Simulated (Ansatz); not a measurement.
```yaml
crystal:
  periodic: [false, false, false]
  atoms:
    - {symbol: C, position_ang: [-0.037874, -1.513828, 0.818514]}
    - {symbol: N, position_ang: [0.731211, -0.586356, 0.186629]}
    - {symbol: B, position_ang: [-0.089301, 0.772924, -0.443083]}
    - {symbol: O, position_ang: [-0.464338, 1.416666, 0.822198]}
    - {symbol: O, position_ang: [0.851980, 1.482318, -1.175860]}
    - {symbol: O, position_ang: [-1.222051, 0.222197, -1.134679]}
    - {symbol: H, position_ang: [0.597497, -2.431722, 1.136876]}
    - {symbol: H, position_ang: [-0.849557, -1.885645, 0.211111]}
    - {symbol: H, position_ang: [-0.466712, -1.059357, 1.675435]}
    - {symbol: H, position_ang: [1.511043, -0.161707, 0.737664]}
    - {symbol: Xx, position_ang: [1.169220, -0.971437, -0.727955]}
    - {symbol: H, position_ang: [-1.419180, 1.539447, 0.896344]}
    - {symbol: H, position_ang: [0.979245, 2.361948, -0.871540]}
    - {symbol: H, position_ang: [-1.141777, 0.539319, -2.001237]}
basis:
  gaussian: {orbitals: ANO-RCC-VTZP, point_charges: [{charge: -1.00, position_ang: [5.726, -0.573, -0.329]}]}
hamiltonian: {xc: {name: revPBE0}, dispersion: d3bjatm}
```

```sh
$ ansatz run in.yaml --threads 4 --pin off --events-out ev --progress --plain --max-ram 11315MiB
```

Shortened log:

```
Error: YAML parse error: error: line 14 column 16: `Xx` is not an element symbol (H … Og, case-exact)
12 |     - {symbol: H, position_ang: [-0.466712, -1.059357, 1.675435]}
13 |     - {symbol: H, position_ang: [1.511043, -0.161707, 0.737664]}
14 |     - {symbol: Xx, position_ang: [1.169220, -0.971437, -0.727955]}
15 |     - {symbol: H, position_ang: [-1.419180, 1.539447, 0.896344]}
16 |     - {symbol: H, position_ang: [0.979245, 2.361948, -0.871540]}
```

(1) What is wrong with this run?

## Answers

(1) An element symbol is wrong. The input was rejected before any iteration.
